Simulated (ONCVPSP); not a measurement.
## LDA (Perdew-Wang 92) ONCV dataset for cobalt (Co), scalar-relativistic all-electron reference.

```json
{
  "Element": "Co",
  "Generator": "ONCVPSP 4.0.1",
  "Type": "optimised norm-conserving Vanderbilt (ONCV)",
  "Functional": "LDA (Perdew-Wang 92)",
  "Relativity": "scalar-relativistic",
  "Frozen core": "[Ne]",
  "Valence charge": "17",
  "Reference configuration": "3s2 3p6 3d8 4s1",
  "Partial waves": "3s+4s: rc 1.15 bohr, ncon 4, nbas 8, qcut 9 1/bohr, 2 projectors; 3p: rc 1.00 bohr, ncon 3, nbas 7, qcut 14.6 1/bohr, 2 projectors, debl 0.6 Ha; 3d: rc 1.00 bohr, ncon 4, nbas 9, qcut 12.4 1/bohr, local",
  "Local potential": "the d channel",
  "Core correction": "Teter function fitted to the true core (icmod 2), fcfact 0.7"
}
```

In the p channel the program set the typed energies aside and used -2.237, 0.250 Ha.

Calculated quality:

```
Cutoffs needed             : 73 Ha and 214 Ha (the cutoffs (Ha) at which the residual kinetic energy of the hardest occupied pseudo-wave falls to 1 and 0.1 mHa per electron)
Ghost test                 : ghosts flagged at negative energy: s at -5787.3 eV; no localised positive-energy state flagged; a true bound ghost makes a file unfit for plane-wave use
Largest excitation error   : -7.6 meV (all-electron minus pseudo) for 3s2 3p6 3d7 4s0, out of 4 test configurations
rms error of d²Exc/dni dnj : 2.47 mHa without and 1.12 mHa with the model core
```

Generation and tests took about 3 s on one core of a shared server CPU.
